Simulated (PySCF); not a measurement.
**Worked example: refractive index and permittivity of the vapour**

CH₂O, SMILES [C-](=[O+]\[H])/[H].

Geometry optimised at ωB97X-D3(BJ)/def2-TZVPD.

PBE/def2-TZVPD (PySCF) gives a mean static polarisability of 21.5 bohr³ and a dipole moment of 1.79 D. Take an ideal gas at 298.15 K and 0.01 bar, whether or not the substance is that volatile.

### Question
Work out n − 1 in the optical limit and the static ε − 1.

### Answer

Polarisability volume α' = 21.5 × 0.148185 = 3.19 Å³. Number density N = p/kT = 2.43e-7 Å⁻³.
Dilute limit of Lorentz–Lorenz: n − 1 = 2π N α' = 4.9e-6.
Orientation term of Debye: μ²/(3kT) = 8.098 Å³ × μ²(D²) = 25.95 Å³.
ε − 1 = 4π N (α' + μ²/3kT) = 8.9e-5. Orientation of the dipole supplies 89 % of the static response; it can't follow optical fields. Vibrational polarisation and dispersion are left out.
